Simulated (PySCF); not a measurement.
NMR data simulated for an unnamed compound:

1H NMR (400 MHz, computed): δ 7.91 (d, 2H), 7.71 (d, 2H).

13C{1H} NMR (computed): δ 151.1 (C), 140.9 (CH), 135.6 (CH), 123.7 (C), 115.5 (C).

PySCF 2.14 calculation with GFN2-xTB geometry and σ from GIAO-PBE0/pcSseg-1; non-relativistic, one computed conformer, averaged over atoms made equivalent by symmetry, fast rotation or ring inversion, gas phase.

Scale: TMS for 1H (σref 31.72) and 13C (σref 186.93) (reference shieldings calculated alike).

Q: Which of these does the molecule contain: a nitrile, a non-aromatic C=C double bond, a benzene ring, a Si–CH3 group, an aldehyde?

A: 
- A nitrile: yes (δC 123.7).
- A non-aromatic C=C double bond: no.
- A benzene ring: yes.
- A Si–CH3 group: no.
- An aldehyde: no.

The data belong to 4-Chlorobenzonitrile, C7H4ClN; they needn't prove each group on their own.

Carbon signals by region: 5 in the sp2 and nitrile region (100–160 ppm).

Carbons that carry Cl, above all several Cl atoms, come out too deshielded, partly because spin–orbit coupling is missing. Shifts are as computed. Against solution values, carbons near 30 ppm lie about +3 ppm off and those near 130 ppm about +5 ppm; carbons on Cl a further +6 ppm. Of 1211 compounds with measured shifts, 218 miss one by over three times the rms of a fit or turn the order of signals round; such compounds aren't used in these exercises. No couplings were computed; multiplicities are counted from neighbouring protons, with m where these are inequivalent, close in shift, in a saturated or five-membered ring or joined by F or P, and br s for small geminal =CH2 splittings.
